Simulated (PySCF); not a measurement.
# Orbital picture of MgAs

B97-3 at R = 2.668 Å; basis Mg def2-SVP, As def2-SVP; no relativity; PySCF 2.14. State: ⁴Σ⁻ (quartet), unpaired electrons σ ↑, π ↑↑. Only the outer orbitals are listed, counted within each symmetry.

| spin | orbital | occ. | ε (eV) | on Mg (%) | main shells (%) |
| --- | --- | --- | --- | --- | --- |
| α | 10σ | 1 | -16.08 | 4 | 96 As s |
| α | 11σ | 1 | -7.47 | 39 | 59 As p, 38 Mg s |
| α | 5π | 1 | -6.58 | 6 | 94 As p |
| α | 5π | 1 | -6.58 | 6 | 94 As p |
| α | 12σ | 1 | -4.91 | 75 | 52 Mg s, 25 As p, 23 Mg p |
| α | 6π | 0 | -0.67 | 96 | 95 Mg p |
| α | 6π | 0 | -0.67 | 96 | 95 Mg p |
| α | 13σ | 0 | 0.89 | 103 | 78 Mg p, 15 Mg s, 10 Mg d |
| β | 10σ | 1 | -13.62 | 8 | 92 As s |
| β | 11σ | 1 | -6.30 | 48 | 48 As p, 46 Mg s |
| β | 5π | 0 | -2.94 | 20 | 80 As p, 17 Mg p |
| β | 5π | 0 | -2.94 | 20 | 80 As p, 17 Mg p |
| β | 12σ | 0 | -2.41 | 73 | 48 Mg s, 27 As p, 24 Mg p |

Question: Which are the highest filled and the lowest empty level, where do they sit, and how wide is the gap?

Answer: Highest filled α 12σ at -4.91 eV (in %: 52 Mg s, 25 As p, 23 Mg p); lowest empty β 5π at -2.94 eV (in %: 80 As p, 17 Mg p); the gap at B97-3 is 1.97 eV.

* bond order (Mayer): 1.03
* ⟨S²⟩: 3.760
* charge on Mg (Mulliken, basis-dependent): 0.15
* charge on Mg (Löwdin, basis-dependent): -0.09
* dipole moment (positive dipole means Mg(−)As(+)): -1.51 D

Shares are Mulliken populations and can fall outside 0 to 100 %.

Spin–orbit coupling is left out. The state is the lowest determinant that a PBE0 search found; another state may lie lower at other levels.
